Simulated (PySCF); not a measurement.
# Electronic absorption of C9H7F3O

Species: C₉H₇F₃O.
Atom-mapped SMILES: `[F:1][C:2]([F:3])([F:4])[C@@H:5]1[CH2:6][c:7]2[cH:8][cH:9][cH:10][cH:11][c:12]2[O:13]1` (hydrogens: H14 on C5; H15, H16 on C6; H17 on C8; H18 on C9; H19 on C10; H20 on C11)

Method: PySCF 2.14.0, density-fitted response routines, TDDFT PBE0/def2-SVPD, vertical, gas phase, core orbitals frozen in the response. One conformer (not necessarily the lowest) at the PBE0-D3(BJ)/def2-SVP geometry, without solvent, vibrations or thermal averaging. Torsions of this conformer, `[F:1][C:2]([F:3])([F:4])[C@@H:5]1[CH2:6][c:7]2[cH:8][cH:9][cH:10][cH:11][c:12]2[O:13]1`: F1–C2–C5–C6 -62°.

```csv
state,E (eV),λ (nm),ν̃ (cm⁻¹),f,"main configurations (H = HOMO, L = LUMO)"
S1,4.98,249.0,40160,0.052,"H→L (84%), H-1→L+1 (15%)"
S2,5.78,214.7,46590,0.027,"H→L+1 (74%), H-1→L (24%)"
S3,6.18,200.7,49820,0.0011,H→L+2 (94%)
S4,6.58,188.5,53050,0.126,"H→L+3 (59%), H-1→L (25%)"
S5,6.66,186.1,53730,0.325,"H-1→L (45%), H→L+3 (32%), H→L+1 (15%)"
S6,6.80,182.4,54840,0.412,"H-1→L+1 (66%), H→L (12%)"
S7,6.97,177.8,56240,0.011,"H→L+4 (82%), H-1→L+2 (10%)"
S8,7.07,175.3,57060,0.0083,"H-1→L+2 (75%), H→L+4 (11%), H-1→L+3 (10%)"
S9,7.13,174.0,57480,0.019,"H→L+5 (78%), H→L+6 (10%)"
S10,7.40,167.5,59700,0.022,"H→L+6 (66%), H→L+7 (23%)"
```

Triplets, Tamm–Dancoff:

```tsv
state	E (eV)	λ (nm)	main configurations (H = HOMO, L = LUMO)
T1	3.95	314.1	H→L+1 (54%), H-1→L (32%), H→L (9%)
T2	4.11	301.6	H→L (88%)
T3	4.58	270.7	H-1→L (62%), H→L+1 (36%)
T4	5.38	230.3	H-1→L+1 (96%)
```

The lowest singlet lies at 4.98 eV (249 nm, ultraviolet) and is of moderate strength; its leading configuration is HOMO→LUMO (84%). The most intense listed level is S6 at 6.80 eV (182 nm, f = 0.412), 1.82 eV above S1. Löwdin shares by element: HOMO carbon 47% or more, oxygen 19% (atoms not listed hold the other 34%); LUMO carbon 68% or more (atoms not listed hold the other 32%). Of the 10 states listed, 8 reach f = 0.01 and none stays under 0.0005. The oscillator strengths of these states sum to 1.002; summed over the whole spectrum of an exact calculation they would give the number of electrons, 96 (Thomas–Reiche–Kuhn). Orbital energies (eV): HOMO-3 -9.79, HOMO-2 -9.50, HOMO-1 -7.47, HOMO -6.63, LUMO -0.60, LUMO+1 -0.07, LUMO+2 0.58. The window holds the lowest 10 singlets.

The run took 59 s wall, 2.2 min CPU on 2 threads of an AMD EPYC 9B14, no GPU, on a shared host, and the process peaked at 1.9 GiB of memory.
